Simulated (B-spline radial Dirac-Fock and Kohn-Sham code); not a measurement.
Z = 66 (dysprosium), transition energy 2180 keV. Method: a Dirac-Hartree-Slater potential of the neutral atom with a Latter tail (no hole, which puts coefficients of high multipoles low close above an edge), finite nucleus with surface currents. Computed with a B-spline atomic structure program. Subshells that would emit electrons below 1 keV are left out, and so is internal pair formation.

Problem. A pure transition shows α(K) = 0.000732, L1/L2 = 26.3 and L1/L3 = 89.3. What is its multipolarity?
A. M3
B. M2
C. E1
D. E4
E. E2
F. M4
G. M1
H. E3

Solution. G. For comparison, α(K), L1/L2, L1/L3 are E1 0.000284, 42.7, 32.3; E2 0.000583, 20.6, 41.7; E3 0.00103, 11.5, 45.3; E4 0.00168, 7.61, 43.1; M2 0.00161, 19.3, 126; M3 0.00268, 14.7, 101; M4 0.00414, 11.6, 59.1.
